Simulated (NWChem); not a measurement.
System: CAgIO; SMILES [Ag]([I])<-[C-]#[O+]

Here is an NWChem input.

```
start job
memory heap 200 mb stack 900 mb global 1100 mb
geometry units angstroms noautoz
  Ag    -0.007748    -0.832723     0.000000
  I      0.018459     1.729012     0.000000
  O     -0.056100    -3.997273     0.000000
  C     -0.036082    -2.871040     0.000000
end
basis spherical
  Ag library def2-svp
  I library def2-svp
  O library def2-svp
  C library def2-svp
end
ecp
  Ag library def2-ecp
  I library def2-ecp
end
dft
  xc mn15-l
  iterations 150
  mulliken
end
task dft energy
```

Parts of the log:

```
             Northwest Computational Chemistry Package (NWChem) 7.3.0
             --------------------------------------------------------

 CS  symmetry detected

                             Geometry "geometry" -> ""
                             -------------------------

 Output coordinates in angstroms (scale by  1.889725989 to convert to a.u.)

  No.       Tag          Charge          X              Y              Z
 ---- ---------------- ---------- -------------- -------------- --------------
    1 Ag                  47.0000     0.00293102    -0.86165447     0.00000000
    2 I                   53.0000    -0.00127918     1.70021112     0.00000000
    3 O                    8.0000    -0.00784504    -4.02655549     0.00000000
    4 C                    6.0000    -0.00120015    -2.90016421     0.00000000

 Effective nuclear repulsion energy (a.u.)     748.9189994570

      Symmetry information
      --------------------

 Group name             Cs
 Group number              2
 Group order               2
 No. of unique centers     4

                                 NWChem DFT Module
                                 -----------------

 Summary of "ao basis" -> "ao basis" (spherical)
 ------------------------------------------------------------------------------
       Tag                 Description            Shells   Functions and Types
 ---------------- ------------------------------  ------  ---------------------
 Ag                         def2-svp                11       31   5s3p2d1f
 I                          def2-svp                10       26   4s4p2d
 O                          def2-svp                 6       14   3s2p1d
 C                          def2-svp                 6       14   3s2p1d

      Symmetry analysis of basis
      --------------------------

        a'         59
        a"         26

            General Information
            -------------------
          SCF calculation type: DFT
          Wavefunction type:  closed shell.
          No. of atoms     :     4
          No. of electrons :    58
           Alpha electrons :    29
            Beta electrons :    29
          Charge           :     0
          Spin multiplicity:     1
          Use of symmetry is: on ; symmetry adaption is: on
          Maximum number of iterations: 150
          AO basis - number of functions:    85
                     number of shells:    33
          Convergence on energy requested:  1.00D-06
          Convergence on density requested:  1.00D-05
          Convergence on gradient requested:  5.00D-04

              XC Information
              --------------
                       MN15-L Method XC Functional
                        MN15-L Exchange Functional  1.000
                      MN15-L Correlation Potential  1.000

             Grid Information
             ----------------
          Grid used for XC integration:  medium
          Radial quadrature: Mura-Knowles
          Angular quadrature: Lebedev.
          Tag              B.-S. Rad. Rad. Pts. Rad. Cut. Ang. Pts.
          ---              ---------- --------- --------- ---------
          Ag                  1.60      123          10.0       590
          I                   1.40      123          12.0       590
          O                   0.60       49          14.0       434
          C                   0.70       49          12.0       434
          Grid pruning is: on
          Number of quadrature shells:   344
          Spatial weights used:  Erf1

      Superposition of Atomic Density Guess
      -------------------------------------

 Sum of atomic energies:        -627.09962427

      Non-variational initial energy
      ------------------------------

 Total energy =    -555.609603
 1-e energy   =   -1350.791831
 2-e energy   =     583.773772
 HOMO         =      -0.352602
 LUMO         =      -0.016258

      Symmetry analysis of molecular orbitals - initial
      -------------------------------------------------

  Numbering of irreducible representations:

     1 a'          2 a"

  Orbital symmetries:

     1 a'          2 a'          3 a'          4 a'          5 a"
     6 a'          7 a'          8 a'          9 a'         10 a"
    11 a'         12 a'         13 a"         14 a'         15 a"
    16 a'         17 a'         18 a'         19 a'         20 a'
    21 a"         22 a'         23 a"         24 a"         25 a'
    26 a'         27 a'         28 a"         29 a'         30 a'
    31 a"         32 a'         33 a'         34 a"         35 a'
    36 a'         37 a'         38 a'         39 a"

     ---------------------------------------------
      Total Density - Mulliken Population Analysis
     ---------------------------------------------

    Atom       Charge   Shell Charges
 -----------   ------   -------------------------------------------------------
    1 Ag  19    19.06  -0.49  1.68  0.81  0.77  0.13  5.98  0.17  0.05  9.27  0.68  0.00
    2 I   25    25.45   1.83  0.22  1.23  0.66  2.92  3.13  2.68  2.76  9.82  0.19
    3 O    8     8.30   1.99  1.14  0.62  2.89  1.65  0.02
    4 C    6     5.19   1.99  1.01  0.46  1.24  0.42  0.07

   convergence    iter        energy       DeltaE   RMS-Dens  Diis-err
 ---------------- ----- ----------------- --------- --------- ---------
 d= 0,ls=0.0,diis     1   -556.1649502410 -7.68D+02  3.87D-02  1.29D+00
 d= 0,ls=0.0,diis     2   -553.8350598005  2.33D+00  3.50D-02  1.77D+01
 d= 0,ls=0.0,diis     3   -556.2067225382 -2.37D+00  7.93D-03  1.15D+00
 d= 0,ls=0.0,diis     4   -556.3165324566 -1.10D-01  3.64D-03  1.71D-01
 d= 0,ls=0.0,diis     5   -556.3283824653 -1.19D-02  2.84D-03  2.62D-02
  Resetting Diis
 d= 0,ls=0.0,diis     6   -556.3331630851 -4.78D-03  8.32D-04  2.72D-03
 d= 0,ls=0.0,diis     7   -556.3335519864 -3.89D-04  4.70D-04  1.54D-04
 d= 0,ls=0.0,diis     8   -556.3335081535  4.38D-05  3.02D-04  4.03D-04
 d= 0,ls=0.0,diis     9   -556.3335772159 -6.91D-05  3.00D-05  1.15D-05
 d= 0,ls=0.0,diis    10   -556.3335783361 -1.12D-06  1.09D-05  6.27D-07
 d= 0,ls=0.0,diis    11   -556.3335784203 -8.42D-08  2.62D-06  4.29D-08

         Total DFT energy =     -556.333578420275
      One electron energy =    -1352.226207165732
           Coulomb energy =      632.962872095083
    Exchange-Corr. energy =      -48.478700499343
 Nuclear repulsion energy =      211.408457149716

 Numeric. integr. density =       57.999995011753

                  Occupations of the irreducible representations
                  ----------------------------------------------

                     irrep           alpha         beta
                     --------     --------     --------
                     a'               21.0         21.0
                     a"                8.0          8.0

                       DFT Final Molecular Orbital Analysis
                       ------------------------------------

 Vector   27  Occ=2.000000D+00  E=-2.574959D-01  Symmetry=a'
              MO Center=  2.2D-05,  8.9D-01,  4.7D-14, r^2= 3.2D+00
   Bfn.  Coefficient  Atom+Function         Bfn.  Coefficient  Atom+Function
  ----- ------------  ---------------      ----- ------------  ---------------
    43     -0.461370  2 I  py                 4      0.457525  1 Ag s
    46     -0.389630  2 I  py                 2     -0.260014  1 Ag s
    19      0.259551  1 Ag d  2              40      0.195974  2 I  py
    37      0.158138  2 I  py                17      0.149854  1 Ag d  0
     1      0.121888  1 Ag s                  3     -0.112888  1 Ag s

 Vector   28  Occ=2.000000D+00  E=-2.186271D-01  Symmetry=a"
              MO Center= -1.0D-03,  1.5D+00, -3.2D-14, r^2= 2.8D+00
   Bfn.  Coefficient  Atom+Function         Bfn.  Coefficient  Atom+Function
  ----- ------------  ---------------      ----- ------------  ---------------
    44      0.563945  2 I  pz                47      0.543341  2 I  pz
    41     -0.237590  2 I  pz                38     -0.191241  2 I  pz
    16     -0.156737  1 Ag d -1              14      0.080334  1 Ag pz
    11      0.064122  1 Ag pz                 8     -0.063474  1 Ag pz
    66     -0.056876  3 O  pz                63     -0.056019  3 O  pz

 Vector   29  Occ=2.000000D+00  E=-2.186271D-01  Symmetry=a'
              MO Center= -8.1D-04,  1.5D+00, -2.8D-16, r^2= 2.8D+00
   Bfn.  Coefficient  Atom+Function         Bfn.  Coefficient  Atom+Function
  ----- ------------  ---------------      ----- ------------  ---------------
    42      0.563944  2 I  px                45      0.543340  2 I  px
    39     -0.237590  2 I  px                36     -0.191241  2 I  px
    15     -0.156737  1 Ag d -2              12      0.080334  1 Ag px
     9      0.064121  1 Ag px                 6     -0.063474  1 Ag px
    64     -0.056875  3 O  px                61     -0.056019  3 O  px

 Vector   30  Occ=0.000000D+00  E=-1.129697D-01  Symmetry=a'
              MO Center= -1.4D-03, -2.6D+00,  2.0D-16, r^2= 3.2D+00
   Bfn.  Coefficient  Atom+Function         Bfn.  Coefficient  Atom+Function
  ----- ------------  ---------------      ----- ------------  ---------------
    78      0.501351  4 C  px                75      0.475750  4 C  px
    64     -0.395463  3 O  px                61     -0.367052  3 O  px
    15      0.250504  1 Ag d -2              12      0.237014  1 Ag px
    45     -0.149164  2 I  px                 9      0.142141  1 Ag px
     6     -0.124469  1 Ag px                42     -0.107031  2 I  px

 Vector   31  Occ=0.000000D+00  E=-1.129697D-01  Symmetry=a"
              MO Center= -1.5D-03, -2.6D+00, -8.8D-14, r^2= 3.2D+00
   Bfn.  Coefficient  Atom+Function         Bfn.  Coefficient  Atom+Function
  ----- ------------  ---------------      ----- ------------  ---------------
    80      0.501354  4 C  pz                77      0.475756  4 C  pz
    66     -0.395472  3 O  pz                63     -0.367057  3 O  pz
    16      0.250504  1 Ag d -1              14      0.237021  1 Ag pz
    47     -0.149169  2 I  pz                11      0.142142  1 Ag pz
     8     -0.124470  1 Ag pz                44     -0.107034  2 I  pz

 Vector   32  Occ=0.000000D+00  E=-3.508687D-02  Symmetry=a'
              MO Center=  1.7D-02, -3.3D-01,  2.2D-14, r^2= 6.0D+00
   Bfn.  Coefficient  Atom+Function         Bfn.  Coefficient  Atom+Function
  ----- ------------  ---------------      ----- ------------  ---------------
     5      0.918995  1 Ag s                 74     -0.620976  4 C  s
     4      0.567422  1 Ag s                 46      0.523160  2 I  py
    35     -0.360976  2 I  s                 19     -0.288147  1 Ag d  2
     2     -0.279364  1 Ag s                 43      0.261767  2 I  py
    34     -0.225505  2 I  s                 73     -0.226261  4 C  s

     ---------------------------------------------
      Total Density - Mulliken Population Analysis
     ---------------------------------------------

    Atom       Charge   Shell Charges
 -----------   ------   -------------------------------------------------------
    1 Ag  19    18.90  -0.49  1.66  0.83  0.69  0.09  5.96  0.23  0.14  8.77  1.01  0.00
    2 I   25    25.25   1.82  0.22  1.30  0.60  2.94  3.10  2.53  2.72  9.76  0.26
    3 O    8     8.05   1.99  1.14  0.65  2.75  1.51  0.02
    4 C    6     5.80   1.99  1.06  0.48  1.64  0.54  0.08

     -------------------------------------------
      Total Density - Lowdin Population Analysis
     -------------------------------------------

    Atom       Charge   Shell Charges
 -----------   ------   -------------------------------------------------------
    1 Ag  19    19.33   0.00  0.93  1.01  0.51  0.28  5.61  0.69  0.39  8.43  1.46  0.00
    2 I   25    25.00   1.25  0.73  1.01  0.78  2.78  3.17  2.46  2.81  9.45  0.57
    3 O    8     7.91   1.98  0.94  0.62  2.60  1.75  0.04
    4 C    6     5.76   1.97  0.75  0.47  1.53  0.87  0.17

     Multipole analysis of the density
     ---------------------------------

     L   x y z        total         alpha         beta         nuclear
     -   - - -        -----         -----         ----         -------
     0   0 0 0     -0.000000    -29.000000    -29.000000     58.000000

     1   1 0 0      0.002341      0.044872      0.044872     -0.087402
     1   0 1 0     -1.921305     21.224340     21.224340    -44.369984
     1   0 0 1      0.000000      0.000000      0.000000      0.000000

     2   2 0 0    -43.421355    -21.711937    -21.711937      0.002518
     2   1 1 0     -0.011009     -0.311250     -0.311250      0.611491
     2   1 0 1     -0.000000     -0.000000     -0.000000      0.000000
     2   0 2 0    -40.333653   -496.092163   -496.092163    951.850672
     2   0 1 1      0.000000      0.000000      0.000000      0.000000
     2   0 0 2    -43.421339    -21.710670    -21.710670      0.000000
```

Level: MN15-L/def2-SVP with def2 effective core potentials on Ag, I. The geometry was optimised at PBE0/def2-SVP. def2 effective core potentials on Ag, I; no spin-orbit coupling.
